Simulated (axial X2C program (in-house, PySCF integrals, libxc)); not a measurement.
# SnTe along the bond: PBE0, 2c

Calculated with an axial X2C code built on PySCF integrals. Two-component (2c) means X2C with spin–orbit coupling and atomic mean-field two-electron Coulomb and Gaunt terms. Basis: Te dyall-cv3z [11s12p8d4f1g], Sn dyall-cv3z [11s12p9d4f1g] (cores contracted in-house); Gaussian nuclei, density fitting, unrestricted open shells. Masses: Te 129.906 u, Sn 119.902 u.

State: Ω = 0 (closed shell). Dipoles are positive if Sn is the positive end.

Results along the bond:

```csv
R (Å),μ (D),HOMO (eV),LUMO (eV)
2.202,1.039,-6.78,-2.27
2.303,1.472,-6.85,-2.44
2.379,1.798,-6.74,-2.57
2.455,2.123,-6.59,-2.69
2.531,2.441,-6.45,-2.81
2.620,2.800,-6.29,-2.94
2.708,3.144,-6.16,-3.07
2.822,3.558,-6.00,-3.22
2.961,4.019,-5.84,-3.40
3.164,4.591,-5.65,-3.61
```

Occupations by symmetry block were frozen at the best pattern of an incomplete PBE0 search. Closed shells are restricted here (equal orbitals for both partners); the stretched side of such a curve lies too high.
